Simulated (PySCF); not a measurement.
Point-charge models of `C=CCn1ncc(C)n1` against its computed dipole.

Coordinates (GFN2-xTB, Å) and charges (e) from the PBE0/pcSseg-1 density (PySCF):

| atom | x | y | z | Mulliken | IAO | Hirshfeld | ESP-fitted |
| --- | --- | --- | --- | --- | --- | --- | --- |
| C1 | -3.441 | 0.513 | 0.084 | -0.1384 | -0.3063 | -0.0931 | -0.5457 |
| C2 | -2.299 | 0.157 | 0.638 | -0.2404 | -0.1399 | -0.0428 | +0.0983 |
| C3 | -1.441 | -0.971 | 0.141 | +0.1248 | -0.1604 | -0.0133 | -0.3189 |
| N4 | -0.110 | -0.511 | -0.146 | -0.2605 | +0.1532 | +0.0951 | +0.6145 |
| N5 | 0.249 | -0.096 | -1.335 | -0.1904 | -0.2353 | -0.1388 | -0.4766 |
| C6 | 1.512 | 0.276 | -1.191 | +0.0325 | -0.1218 | -0.0449 | -0.1438 |
| C7 | 1.885 | 0.064 | 0.144 | -0.0564 | +0.0622 | +0.0224 | +0.4566 |
| C8 | 3.185 | 0.320 | 0.814 | -0.1362 | -0.4346 | -0.1159 | -0.6577 |
| N9 | 0.824 | -0.436 | 0.772 | -0.2383 | -0.2630 | -0.1426 | -0.5822 |
| H10 | -4.033 | 1.324 | 0.471 | +0.1232 | +0.1576 | +0.0517 | +0.2004 |
| H11 | -3.837 | 0.001 | -0.778 | +0.1157 | +0.1479 | +0.0490 | +0.2234 |
| H12 | -1.904 | 0.680 | 1.498 | +0.1188 | +0.1545 | +0.0467 | +0.0976 |
| H13 | -1.852 | -1.393 | -0.778 | +0.1313 | +0.1682 | +0.0579 | +0.1495 |
| H14 | -1.360 | -1.745 | 0.911 | +0.1452 | +0.1726 | +0.0578 | +0.1431 |
| H15 | 2.084 | 0.657 | -2.011 | +0.0778 | +0.1676 | +0.0597 | +0.1817 |
| H16 | 3.155 | 1.273 | 1.341 | +0.1375 | +0.1600 | +0.0497 | +0.1936 |
| H17 | 3.985 | 0.355 | 0.078 | +0.1216 | +0.1534 | +0.0505 | +0.1590 |
| H18 | 3.389 | -0.463 | 1.540 | +0.1323 | +0.1642 | +0.0511 | +0.2072 |

**Question.** Form Σ q r in debye for every column and set it beside the full dipole.

**Answer.** The full density gives (-0.01, 0.08, 0.34) D, 0.34 D in size; dipole vectors point from the negative to the positive end.

```tsv
scheme	μx	μy	μz	size (D)	share of the full size (%)	angle to the full dipole (°)
Mulliken	0.31	0.01	1.06	1.10	320	22
IAO	-0.76	-0.30	0.53	0.98	283	60
Hirshfeld	-0.65	-0.23	0.38	0.79	228	64
ESP-fitted	-0.02	0.05	0.37	0.38	109	5
```

**Question.** Which set comes closest?

**Answer.** Length of the difference vector: ESP-fitted 0.05 D, Hirshfeld 0.70 D, Mulliken 0.79 D, IAO 0.86 D. Closest: ESP-fitted. The schemes that divide the density aren't constrained to reproduce the dipole.

**Question.** What is left for the Hirshfeld atoms' own dipoles?

**Answer.** The shares of the density sum to the whole, so what Σ q r misses lies in dipoles about the nuclei. The atomic dipoles sum to (-0.01, 0.08, 0.34) − (-0.65, -0.23, 0.38) = (0.64, 0.31, -0.04) D, 0.70 D in size.

**Question.** With the origin at the mean of the coordinates, (0.000, 0.000, 0.122) Å, which are the largest single terms, by size, of the IAO dipole along the direction of the full one?

**Answer.** N5 +1.64, H15 -1.63, C8 -1.28, H12 +1.16, H16 +1.03 D; all 18 atoms together +0.49 D. The single terms depend on the origin, their sum doesn't.

**Question.** Give the size of the full dipole in other units.

**Answer.** 0.34 D = 0.136 au = 0.072 e·Å = 1.15 × 10⁻³⁰ C·m.

Isolated species at its GFN2-xTB geometry (one conformer only). GFN2-xTB frequencies show an imaginary mode (40i cm⁻¹), so this geometry is no minimum at that level.

Shape of the structure used: `[CH2:1]=[CH:2][CH2:3][n:4]1[n:5][cH:6][c:7]([CH3:8])[n:9]1`: C1–C2–C3–N4 124°, C2–C3–N4–N5 -92°.
